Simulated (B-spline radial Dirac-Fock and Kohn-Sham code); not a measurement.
**Er⁺ in Watson spheres of different radius**

Method: Dirac-Fock ΔSCF + Breit + QED. Computed with an atomic code on a B-spline grid. The ion, [Xe] 4f12 6s1, sits in a hollow sphere of charge Q = -1, a simple model of the Madelung potential. Inside the sphere an electron's potential energy is raised by the constant 14.40·|Q|/R eV, so binding energies fall by about that much as long as the orbitals stay inside.

```csv
radius (Å),14.40 |Q|/R (eV),1s (eV),2s (eV),2p1/2 (eV),2p3/2 (eV),3s (eV),3p1/2 (eV),3p3/2 (eV),3d3/2 (eV),3d5/2 (eV),4s (eV),4p1/2 (eV),4p3/2 (eV),4d3/2 (eV),4d5/2 (eV),4f (eV),5p1/2 (eV),5p3/2 (eV),6s (eV)
1.6,9.00,57481.6,9756.8,9263.2,8356.8,2222.2,2007.3,1814.0,1451.1,1409.8,456.5,369.8,326.6,183.6,175.8,4.71,33.25,27.90,4.31
2.4,6.00,57483.8,9759.0,9265.4,8359.0,2224.5,2009.5,1816.2,1453.3,1412.0,458.7,372.0,328.9,185.8,178.0,6.94,35.51,30.17,5.35
```

From the smallest to the largest radius 1s moves by +2.2 eV, while the constant potential alone would give +3.0 eV; the difference comes from charge outside the sphere and its screening.
